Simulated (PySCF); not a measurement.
iodomethane (CH3I), SMILES CI.

Coordinates come from a B3LYP-D3(BJ)/def2-TZVP optimisation. The def2 effective core potentials stand for the cores of I; spin–orbit coupling is left out.

The numbers are results of M06-2X/def2-TZVPD in PySCF, not measurements.

Symmetry labels are those of the subgroup Cs that the program uses (full group C3v).

Computed valence orbital energies around the gap with their symmetry:
| orbital | symmetry | energy (eV) |
|---|---|---|
| HOMO−7 | A' | -55.65 |
| HOMO−6 | A' | -23.04 |
| HOMO−5 | A' | -19.85 |
| HOMO−4 | A' | -13.85 |
| HOMO−3 | A" | -13.85 |
| HOMO−2 | A' | -11.09 |
| HOMO−1 | A" | -8.48 |
| HOMO | A' | -8.48 |
| LUMO | A' | -0.40 |
| LUMO+1 | A' | 0.69 |
| LUMO+2 | A" | 0.69 |
| LUMO+3 | A' | 0.77 |
